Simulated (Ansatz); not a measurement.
Reaction (ligand exchange at the Si–C bond): `[SiH3]C1=CN1` + `C[AsH]C` → `C[As](C)[SiH3]` + `C1=CN1`

Calculated with Ansatz (gas phase, PBE0-D4/def2-TZVP geometries, no zero-point term in ΔE). CCSD(T)/CBS adds triple-zeta CCSD(T) − MP2 to the extrapolated MP2 energy (def2 sets, frozen cores). Functionals use def2-TZVPP. B3LYP here is the variant with VWN-RPA as its local correlation; programs differ in this. For As outer-core shells are correlated without core-valence functions, which leaves a few kJ/mol of doubt a bond. Scalar relativity is left out up to krypton.

```tsv
level	ΔE (kJ/mol)	difference from CCSD(T)/CBS
r2SCAN-D4	6.3	3.2
PBE0-D4	-0.8	-3.9
BHLYP-D4	5.9	2.8
CAM-B3LYP-D4	8.4	5.3
PBE	3.2	0.1
B3LYP	11.8	8.7
CAM-B3LYP	12.0	8.9
HF/def2-SVP	15.1	12.0
MP2/def2-SVP	9.4	6.3
CCSD/CBS(def2)	4.1	1.0
CCSD(T)/CBS	3.1	0
```

Largest T1 diagnostic among the species: 0.012.

The D4 term adds −6.0 kJ/mol with B3LYP and −3.4 kJ/mol with PBE0; it sums over pairs of atoms, weighted by their polarisabilities, and B3LYP, whose exchange is more repulsive, gets the larger term. At CCSD(T), def2-SVP lies +5.4 kJ/mol from the extrapolated value and def2-TZVPP +2.1 kJ/mol.
